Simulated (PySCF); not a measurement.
A PySCF script (with the pyscf-properties extension) for the NMR shieldings of `[BH3-][N+]#CC[C@@H](C)OC=O`, C$_{5}$H$_{10}$BNO$_{2}$, on a GFN2-xTB geometry:

```python
import basis_set_exchange as bse
import numpy as np
from pyscf import gto, dft
from pyscf.prop import nmr

atoms = """
B    -3.511771    1.037073    0.194717
N    -2.316734    0.232233   -0.038037
C    -1.382132   -0.411100   -0.230439
C    -0.187172   -1.181473   -0.445766
C     1.045602   -0.476631    0.143934
C     2.289696   -1.349733    0.034290
O     1.224228    0.737246   -0.605057
C     1.794499    1.755620    0.017302
O     2.192797    1.771351    1.142380
H    -4.150003    0.963027   -0.809585
H    -4.059792    0.546571    1.132952
H    -3.115274    2.140784    0.410199
H    -0.036513   -1.313861   -1.521369
H    -0.300498   -2.163650    0.020593
H     0.870990   -0.205375    1.193387
H     3.150548   -0.809214    0.419959
H     2.475823   -1.613910   -1.004211
H     2.160999   -2.257142    0.617515
H     1.844901    2.607435   -0.680226
"""
names = dict.fromkeys(["B", "N", "C", "O", "H"], "pcSseg-1")
basis = {el: gto.basis.parse(bse.get_basis(n, elements=[el], fmt="nwchem")) for el, n in names.items()}
mol = gto.M(atom=atoms, basis=basis, charge=0, verbose=0)
mf = dft.RKS(mol, xc="PBE0")
mf.grids.level = 2
mf.grids.alignment = dft.numint.BLKSIZE   # the property module wants whole blocks of grid points
mf.conv_tol = 1e-9
mf.kernel()

calc = nmr.RKS(mf)   # GIAO
C = mf.mo_coeff
Co = C[:, mf.mo_occ > 0]
resp = mf.gen_response(singlet=True, hermi=2)
def vind(x):   # induced exchange potential for any number of trial vectors
    d = np.einsum("pi,xij,qj->xpq", C, 2 * x.reshape(-1, C.shape[1], Co.shape[1]), Co, optimize=True)
    return np.einsum("xpq,pi,qj->xij", resp(d - d.transpose(0, 2, 1)), C, Co, optimize=True).ravel()
mo1, _ = nmr.rhf.solve_mo1(calc, with_cphf=vind)
sigma = calc.kernel(mo1)
for i, s in enumerate(sigma):   # ppm
    w = np.linalg.eigvalsh((s + s.T) / 2)
    print("%2d %-2s iso %8.1f  s11 %8.1f  s22 %8.1f  s33 %8.1f" % (i, mol.atom_pure_symbol(i), w.mean(), *w))
```

Question: What are the results?

Answer: 
```
 0 B  iso    144.1  s11    132.3  s22    132.5  s33    167.5
 1 N  iso     28.1  s11   -125.6  s22   -117.7  s33    327.7
 2 C  iso     72.9  s11    -19.9  s22    -15.2  s33    253.8
 3 C  iso    160.6  s11    143.2  s22    158.2  s33    180.2
 4 C  iso    116.4  s11     80.7  s22    121.4  s33    147.2
 5 C  iso    164.5  s11    144.6  s22    161.3  s33    187.7
 6 O  iso    102.3  s11    -59.4  s22    180.9  s33    185.5
 7 C  iso     22.2  s11    -82.6  s22     72.0  s33     77.2
 8 O  iso   -108.9  s11   -397.4  s22   -232.2  s33    302.8
 9 H  iso     29.8  s11     26.5  s22     28.8  s33     34.2
10 H  iso     29.9  s11     26.6  s22     28.9  s33     34.2
11 H  iso     29.9  s11     26.3  s22     29.3  s33     34.0
12 H  iso     28.8  s11     24.8  s22     28.5  s33     33.2
13 H  iso     29.2  s11     23.8  s22     29.0  s33     34.8
14 H  iso     26.2  s11     24.5  s22     26.3  s33     27.9
15 H  iso     29.7  s11     24.7  s22     28.7  s33     35.7
16 H  iso     30.5  s11     26.8  s22     28.7  s33     36.0
17 H  iso     30.7  s11     26.4  s22     28.2  s33     37.5
18 H  iso     23.6  s11     19.2  s22     23.6  s33     28.0
```

These numbers come from an equivalent density-fitted implementation of the same equations, which agrees with the script to about 0.01 ppm for H and up to a few tenths of a ppm for heavy atoms, so last digits may differ.

Size and cost of the density-fitted run: 203 basis functions, 40 s wall time on 1 thread of an Arm Neoverse V2, shared host; peak memory 0.9 GiB.
